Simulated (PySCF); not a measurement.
Cl2H8N2Si3, SMILES Cl[Si](N[SiH3])(Cl)N[SiH3].

Coordinates come from a B3LYP-D3(BJ)/def2-SVP optimisation. Other conformers were not sampled.

Two levels are set side by side: TDA-PBE/def2-SVPD (PySCF) and TDA-CAM-B3LYP/def2-SVPD (PySCF). Vertical, same geometry. The lowest singlet is HOMO→LUMO 98 % with PBE and HOMO→LUMO 75 % with the other functional; states are paired by order. Differences are taken from unrounded values.

| quantity | TDA-CAM-B3LYP | TDA-PBE | TDA-PBE minus TDA-CAM-B3LYP |
|---|---|---|---|
| lowest singlet excitation (eV) | 6.84 | 5.66 | -1.18 |
| lowest triplet excitation (TDA) (eV) | 6.48 | 5.48 | -1.00 |

A lower first singlet is the usual sign of a functional without exact exchange. Differences between two approximate levels are no errors against the true value.

Rough cost on one machine, each run with all the roots and properties that it gave: TDA-CAM-B3LYP against TDA-PBE about 6 times.
